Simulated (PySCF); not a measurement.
# Ionisation energy of Cd³¹⁺ by level of theory

Cd³¹⁺ [Ne] 3s2 3p5 (2P) → Cd³²⁺ [Ne] 3s2 3p4 (3P), as a difference of total energies. Calculation: PySCF 2.14, in an even-tempered Gaussian basis (18 s from 4.4 bohr⁻², ratio 2.5; 12 p from 5.7 bohr⁻², ratio 2.5; 5 d from 27 bohr⁻², ratio 2.7; 4 f from 41 bohr⁻², ratio 2.7); the spin-free X2C one-electron Hamiltonian (Gaussian nucleus). Correlated levels: outer shells: 1s2 frozen; virtual orbitals above 40 to 60 times the deepest correlated orbital energy dropped. The calculations carry no spin-orbit coupling.

| method | ionisation energy (eV) |
| --- | --- |
| UHF | 1936.1 |
| LDA | 1938.2 |
| PBE | 1938.4 |
| PBE0 | 1938.3 |
| r2SCAN | 1938.6 |
| M06 | 1938.5 |
| r2SCANh | 1938.5 |
| MP2 (outer shells) | 1937.1 |
| SCS-MP2 (outer shells) | 1937.0 |

Spin-orbit coupling is strong in these open shells (close to jj coupling). The scalar numbers leave it out and a first-order estimate fails, so it can dominate the gap to the real levels.

Breit and QED terms and the two-electron picture change are absent.

For comparison: 1917.9 ± 2 eV (semi-empirical (NIST evaluation); NIST Atomic Spectra Database, ionization energies).
